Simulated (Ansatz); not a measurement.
Geometry optimisation, Ansatz 0.2.0, RKS PBE/6-31G*.

Input file:

```yaml
crystal:
  periodic: [false, false, false]
  atoms:
    - { symbol: C, position_ang: [1.9774, -1.6417, -0.206] }
    - { symbol: C, position_ang: [1.9149, -0.0806, -0.1197] }
    - { symbol: "N", position_ang: [0.9323, 0.5702, -1.0344] }
    - { symbol: C, position_ang: [-0.3729, 0.3076, -0.7453] }
    - { symbol: C, position_ang: [-1.42195, 0.83054, -1.73777] }
    - { symbol: Si, position_ang: [-3.20075, 0.29096, -1.50332] }
    - { symbol: H, position_ang: [2.1063, -1.9237, -1.2473] }
    - { symbol: H, position_ang: [2.7857, -1.9872, 0.3785] }
    - { symbol: H, position_ang: [1.0009, -2.0163, 0.1956] }
    - { symbol: H, position_ang: [1.7627, 0.236, 0.9418] }
    - { symbol: H, position_ang: [2.9071, 0.2876, -0.3658] }
    - { symbol: H, position_ang: [1.191, 0.2899, -1.9611] }
    - { symbol: H, position_ang: [-0.55482, -0.86028, -0.7251] }
    - { symbol: H, position_ang: [-0.72389, 0.60505, 0.27367] }
    - { symbol: H, position_ang: [-1.42359, 1.94436, -1.71845] }
    - { symbol: H, position_ang: [-1.12634, 0.53793, -2.79963] }
    - { symbol: H, position_ang: [-3.65961, 0.73433, -0.17884] }
    - { symbol: H, position_ang: [-3.32195, -1.18191, -1.58159] }
    - { symbol: H, position_ang: [-4.08467, 0.90845, -2.52161] }
basis:
  gaussian: { orbitals: "6-31G*" }
hamiltonian:
  xc: pbe
relax:
  f_tol: 0.015
  max_steps: 40
output:
  orbitals: {}
```

Launched with:

```bash
$ ansatz run input.yaml --threads 2 --pin off --max-ram 3072MiB --backend cpu --events-out ev --progress --plain --runs-dir out
```

Where does it end, and by what steps?

The run converged. After 9 steps the energy has fallen by 0.555 eV; H7 moved furthest, 0.33 Å.

| step | energy less start (eV) | largest force component (eV/Å) | accepted |
| --- | --- | --- | --- |
| 0 | 0.0000 | 4.130 | yes |
| 1 | -0.4468 | 1.896 | yes |
| 2 | -0.5374 | 0.518 | yes |
| 3 | -0.5281 | 0.250 | no |
| 4 | -0.5512 | 0.038 | yes |
| 5 | -0.5526 | 0.031 | yes |
| 6 | -0.5541 | 0.051 | yes |
| 7 | -0.5547 | 0.040 | yes |
| 8 | -0.5550 | 0.020 | yes |
| 9 | -0.5550 | 0.005 | yes |

```xyz
19
Properties=species:S:1:pos:R:3
C 2.103 -1.575 -0.141
C 1.899 -0.049 -0.127
N 0.909 0.499 -1.062
C -0.472 0.072 -0.819
C -1.432 0.784 -1.784
Si -3.269 0.423 -1.466
H 2.421 -1.921 -1.142
H 2.885 -1.873 0.579
H 1.180 -2.117 0.126
H 1.602 0.276 0.889
H 2.862 0.450 -0.341
H 1.172 0.230 -2.020
H -0.630 -1.030 -0.891
H -0.716 0.350 0.225
H -1.260 1.874 -1.724
H -1.202 0.492 -2.828
H -3.663 0.841 -0.077
H -3.571 -1.043 -1.608
H -4.131 1.168 -2.445
```

The run took 25 s on 2 threads of Intel(R) Xeon(R) Platinum 8488C (Sapphire Rapids), with other jobs on the host, peak memory 0.21 GiB.
